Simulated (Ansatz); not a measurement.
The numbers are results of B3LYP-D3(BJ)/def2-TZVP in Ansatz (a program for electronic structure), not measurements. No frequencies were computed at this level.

Ansatz 0.2 input:
```yaml
crystal:
  periodic: [false, false, false]
  atoms:
    - { symbol: O, position_ang: [-1.363935, -1.222407, -0.251042] }
    - { symbol: Sn, position_ang: [0.010958, 0.002047, 0.101171] }
    - { symbol: O, position_ang: [1.665759, -0.565777, -0.571834] }
    - { symbol: O, position_ang: [-0.426766, 1.743451, -0.43746] }
    - { symbol: F, position_ang: [0.201094, 0.063309, 1.988496] }
    - { symbol: H, position_ang: [-2.246825, -0.908806, -0.042812] }
    - { symbol: H, position_ang: [1.869542, -1.490235, -0.414147] }
    - { symbol: H, position_ang: [0.290174, 2.378415, -0.372374] }
basis:
  gaussian: { orbitals: def2-tzvp }
hamiltonian:
  xc: b3lyp
  dispersion: d3bj
relax:
  max_steps: 150
```

Output:

```
Functional definition: B3LYP
1173 factors; their error is unknown
mean field evaluation 1: about -14729.2895 eV, gradient 1.1e2 eV
mean field evaluation 2: about -14688.7472 eV, gradient 1.8e2 eV
mean field evaluation 4: about -14746.1830 eV, gradient 1.2e1 eV
mean field evaluation 8: about -14746.4639 eV, gradient 3.5e-1 eV
mean field evaluation 16: about -14746.4640 eV, gradient 1.6e-5 eV
mean field -14746.46399138 eV, -541.9225561709 hartree, gradient 1.6e-5 eV, S^2 0.000000; 0 other end points of the search recorded, 0 dependent functions left out
reference -14746.46425860 eV, -541.9225659910 hartree; 29, 29 occupied and 163, 163 virtual orbitals, 1173 factors
relax step   1: F+E_penalty+E_count = -14746.70843310 eV  Δ(F+E_penalty+E_count) = +0.000e0 eV  max|allowed force component| = 1.683e0 eV/Å  Δτ_max = 0.0000 Å  (28 SCF iters, accepted)
these checks for a lower state are left out or cut short: starts, cluster_reference, orbital_swaps, neighbouring_geometries, increment
1173 factors; their error is unknown
mean field -14746.68256318 eV, -541.9305885363 hartree, gradient 2.6e-5 eV, S^2 0.000000; 0 other end points of the search recorded, 0 dependent functions left out
reference -14746.68283176 eV, -541.9305984066 hartree; 29, 29 occupied and 163, 163 virtual orbitals, 1173 factors
relax step   2: F+E_penalty+E_count = -14746.92152623 eV  Δ(F+E_penalty+E_count) = -2.131e-1 eV  max|allowed force component| = 2.985e-1 eV/Å  Δτ_max = 0.0691 Å  (33 SCF iters, accepted)
these checks for a lower state are left out or cut short: starts, cluster_reference, orbital_swaps, neighbouring_geometries, increment
1173 factors; their error is unknown
mean field -14746.69077123 eV, -541.9308901768 hartree, gradient 2.2e-5 eV, S^2 0.000000; 0 other end points of the search recorded, 0 dependent functions left out
reference -14746.69103993 eV, -541.9309000512 hartree; 29, 29 occupied and 163, 163 virtual orbitals, 1173 factors
relax step   3: F+E_penalty+E_count = -14746.92950406 eV  Δ(F+E_penalty+E_count) = -7.978e-3 eV  max|allowed force component| = 5.593e-2 eV/Å  Δτ_max = 0.0175 Å  (32 SCF iters, accepted)
these checks for a lower state are left out or cut short: starts, cluster_reference, orbital_swaps, neighbouring_geometries, increment
1173 factors; their error is unknown
mean field evaluation 32: about -14746.5903 eV, gradient 3.2e0 eV
mean field -14746.69292656 eV, -541.9309693837 hartree, gradient 2.3e-5 eV, S^2 0.000000; 0 other end points of the search recorded, 0 dependent functions left out
reference -14746.69319516 eV, -541.9309792544 hartree; 29, 29 occupied and 163, 163 virtual orbitals, 1173 factors
relax step   4: F+E_penalty+E_count = -14746.93177077 eV  Δ(F+E_penalty+E_count) = -2.267e-3 eV  max|allowed force component| = 7.010e-2 eV/Å  Δτ_max = 0.0308 Å  (32 SCF iters, accepted)
these checks for a lower state are left out or cut short: starts, cluster_reference, orbital_swaps, neighbouring_geometries, increment
1173 factors; their error is unknown
mean field -14746.69400565 eV, -541.9310090396 hartree, gradient 2.3e-5 eV, S^2 0.000000; 0 other end points of the search recorded, 0 dependent functions left out
reference -14746.69427394 eV, -541.9310188988 hartree; 29, 29 occupied and 163, 163 virtual orbitals, 1173 factors
relax step   5: F+E_penalty+E_count = -14746.93289000 eV  Δ(F+E_penalty+E_count) = -1.119e-3 eV  max|allowed force component| = 9.949e-2 eV/Å  Δτ_max = 0.0293 Å  (32 SCF iters, accepted)
these checks for a lower state are left out or cut short: starts, cluster_reference, orbital_swaps, neighbouring_geometries, increment
1173 factors; their error is unknown
mean field -14746.69516890 eV, -541.9310517881 hartree, gradient 2.3e-5 eV, S^2 0.000000; 0 other end points of the search recorded, 0 dependent functions left out
reference -14746.69543738 eV, -541.9310616544 hartree; 29, 29 occupied and 163, 163 virtual orbitals, 1173 factors
relax step   6: F+E_penalty+E_count = -14746.93405682 eV  Δ(F+E_penalty+E_count) = -1.167e-3 eV  max|allowed force component| = 1.049e-2 eV/Å  Δτ_max = 0.0319 Å  (31 SCF iters, accepted)
these checks for a lower state are left out or cut short: starts, cluster_reference, orbital_swaps, neighbouring_geometries, increment
1173 factors; their error is unknown
mean field -14746.69042744 eV, -541.9308775427 hartree, gradient 1.3e-5 eV, S^2 0.000000; 0 other end points of the search recorded, 0 dependent functions left out
reference -14746.69069650 eV, -541.9308874306 hartree; 29, 29 occupied and 163, 163 virtual orbitals, 1173 factors
relax step   7: F+E_penalty+E_count = -14746.92924902 eV  Δ(F+E_penalty+E_count) = +4.808e-3 eV  max|allowed force component| = 3.668e-1 eV/Å  Δτ_max = 0.0679 Å  (31 SCF iters, rejected (line search))
these checks for a lower state are left out or cut short: starts, cluster_reference, orbital_swaps, neighbouring_geometries, increment
1173 factors; their error is unknown
mean field evaluation 64: about -14746.6954 eV, gradient 5.2e-3 eV
mean field -14746.69544384 eV, -541.9310618919 hartree, gradient 2.4e-5 eV, S^2 0.000000; 0 other end points of the search recorded, 0 dependent functions left out
reference -14746.69571228 eV, -541.9310717569 hartree; 29, 29 occupied and 163, 163 virtual orbitals, 1173 factors
relax step   8: F+E_penalty+E_count = -14746.93432930 eV  Δ(F+E_penalty+E_count) = -2.725e-4 eV  max|allowed force component| = 1.922e-3 eV/Å  Δτ_max = 0.0199 Å  (32 SCF iters, accepted)
these checks for a lower state are left out or cut short: starts, cluster_reference, orbital_swaps, neighbouring_geometries, increment
1173 factors; their error is unknown
mean field -14746.69545640 eV, -541.9310623534 hartree, gradient 2.4e-5 eV, S^2 0.000000; 0 other end points of the search recorded, 0 dependent functions left out
reference -14746.69572487 eV, -541.9310722197 hartree; 29, 29 occupied and 163, 163 virtual orbitals, 1173 factors
relax step   9: F+E_penalty+E_count = -14746.93435583 eV  Δ(F+E_penalty+E_count) = -2.653e-5 eV  max|allowed force component| = 2.816e-2 eV/Å  Δτ_max = 0.0198 Å  (32 SCF iters, accepted)
these checks for a lower state are left out or cut short: starts, cluster_reference, orbital_swaps, neighbouring_geometries, increment
1173 factors; their error is unknown
mean field -14746.69550208 eV, -541.9310640321 hartree, gradient 2.3e-5 eV, S^2 0.000000; 0 other end points of the search recorded, 0 dependent functions left out
reference -14746.69577050 eV, -541.9310738965 hartree; 29, 29 occupied and 163, 163 virtual orbitals, 1173 factors
relax step  10: F+E_penalty+E_count = -14746.93438914 eV  Δ(F+E_penalty+E_count) = -3.332e-5 eV  max|allowed force component| = 3.550e-3 eV/Å  Δτ_max = 0.0035 Å  (34 SCF iters, accepted)
1173 factors; their error is unknown
mean field evaluation 96: about -14746.6955 eV, gradient 5.3e-2 eV
mean field -14746.69550208 eV, -541.9310640321 hartree, gradient 2.3e-5 eV, S^2 0.000000; 1 other end points of the search recorded, 0 dependent functions left out
reference -14746.69577050 eV, -541.9310738965 hartree; 29, 29 occupied and 163, 163 virtual orbitals, 1173 factors
Total energy: -14746.93465757 eV, -541.9398528343 hartree
Atom 0 at    -1.447534    -1.215091    -0.345243 Å, force    -0.002277     0.001164    -0.000433 eV/Å
Atom 1 at     0.010720     0.000112     0.081790 Å, force     0.000150    -0.000377     0.002739 eV/Å
Atom 2 at     1.682560    -0.643437    -0.677230 Å, force    -0.000534    -0.002474    -0.000111 eV/Å
Atom 3 at    -0.387952     1.796893    -0.549713 Å, force     0.002296     0.000828    -0.000472 eV/Å
Atom 4 at     0.205888     0.065136     1.997677 Å, force     0.000816     0.000540     0.001911 eV/Å
Atom 5 at    -2.283228    -0.964383     0.065980 Å, force     0.003550    -0.000210    -0.001828 eV/Å
Atom 6 at     1.962295    -1.491859    -0.313515 Å, force    -0.001568     0.003334    -0.001098 eV/Å
Atom 7 at     0.257250     2.452625    -0.259749 Å, force    -0.002432    -0.002805    -0.000709 eV/Å
Dipole moment:     0.000385     0.008656     0.058919 e Å
```

Cost: about 80 core-seconds (a rough figure).
